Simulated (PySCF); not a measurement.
**CuO and its ions**

B2PLYP; basis Cu def2-TZVPPD, O def2-TZVPPD; no relativity; PySCF 2.14. Neutral (UKS): doublet (π ↑), Re = 1.753 Å, ωe = 596 cm⁻¹, De = 2.73 eV, HOMO -8.13 eV, LUMO -1.85 eV.

CuO⁺ (UKS): triplet (π ↑↑), Re = 1.783 Å, ωe = 474 cm⁻¹, De = 1.13 eV to Cu⁺ (3d10) + O. The energies at the minima are -1715.46947 hartree for CuO and -1715.12703 for CuO⁺.

Q: Work out the adiabatic ionisation energy, without and with harmonic zero-point energies (1 hartree = 27.2114 eV, 1 eV = 8065.5 cm⁻¹), and the change of the bond length.

A: At B2PLYP: 0.34244 hartree = 9.318 eV between the minima; the zero-point term (474.0 − 596.0)/2 cm⁻¹ = -0.008 eV makes it 9.311 eV. Re changes by +3.0 pm against the neutral. The electron leaves a π orbital; in so polar a molecule the change of length follows mostly from the change of the ionic charges.

Correlated steps freeze 6 core orbitals. For an ion De counts to the pair picked by the measured ionisation energies or electron affinities, which need not be the lowest pair at this level. B2PLYP dipoles, levels and charges come from its SCF part alone. The state is the lowest single determinant that the PBE0 search found; with open d or f shells the true ground state can be another one.
